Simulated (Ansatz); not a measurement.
Species: C$_{3}$H$_{7}$N, SMILES `C=NCC` (C–N–C–C torsion 121°) (charge 0, multiplicity 1).

Q: Give a relaxed geometry from Ansatz (a program for electronic structure) with PBE0-D3(BJ)/def2-TZVP.

A: This is not unique; one that fits is the end point of this relaxation, one of several conformers (outside a Z-matrix the atoms follow the SMILES, hydrogens last).
Bonds (Å): C1–N2 1.257, C1–H5 1.100, C1–H6 1.090, N2–C3 1.444, C3–C4 1.518, C3–H7 1.102, C3–H8 1.095, C4–H9 1.092, C4–H10 1.091, C4–H11 1.092. Angles (°): N2–C1–H5 123.2, N2–C1–H6 119.5, H5–C1–H6 117.3, C1–N2–C3 118.0, N2–C3–C4 110.5, N2–C3–H7 111.8, N2–C3–H8 107.2, C4–C3–H7 110.5, C4–C3–H8 109.2, H7–C3–H8 107.5, C3–C4–H9 110.8, C3–C4–H10 110.4, C3–C4–H11 110.6, H9–C4–H10 108.0, H9–C4–H11 108.3, H10–C4–H11 108.7.
